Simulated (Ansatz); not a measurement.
Molecule: trifluoro(methyl)germane, CH$_{3}$F$_{3}$Ge (charge 0, singlet). 
Structure (B3LYP-D3(BJ)/def2-TZVP (Ansatz, an electronic-structure program) minimum search):
```xyz
8

C     -1.9206    -0.0137     0.1074
Ge    -0.0001     0.0000     0.0000
F      0.7689    -0.1770     1.5335
F      0.6360    -1.2674    -0.9816
F      0.6342     1.4589    -0.6660
H     -2.2459    -0.9600     0.5348
H     -2.2471     0.8096     0.7397
H     -2.3333     0.1019    -0.8928
```

Quantity: vertical triplet-singlet gap (E(triplet) - E(singlet); each state is the SCF solution reached for its spin; the molecule has degenerate orbitals, so one determinant may break the symmetry), in kcal/mol. Cores are frozen in the correlated levels unless marked. UHF or UKS for open shells. Spin-orbit coupling is left out. The frozen core is the preceding noble-gas configuration, with the filled d and f shells of earlier blocks. No relativistic terms. CBS(X,Y): correlation extrapolated as X^-3; Hartree-Fock from the larger set. [CCSD(T)-MP2]/basis is that difference in the basis named.

RI-MP2/CBS(aug-cc-pVTZ,aug-cc-pVQZ)+[CCSD(T)-MP2]/aug-cc-pVTZ (Ansatz) gives 196.3 kcal/mol.

Another calculation gave 179.3 kcal/mol. Which level was it?
A) CAM-B3LYP/def2-TZVPD (Ansatz)
B) SVWN5/def2-TZVPD (Ansatz)
C) r2SCAN/def2-TZVPD (Ansatz)
D) PBE0/def2-TZVPD (Ansatz)

D, PBE0/def2-TZVPD (Ansatz). The others give 173.8 (r2SCAN), 183.0 (CAM-B3LYP), 164.1 (SVWN5) kcal/mol.
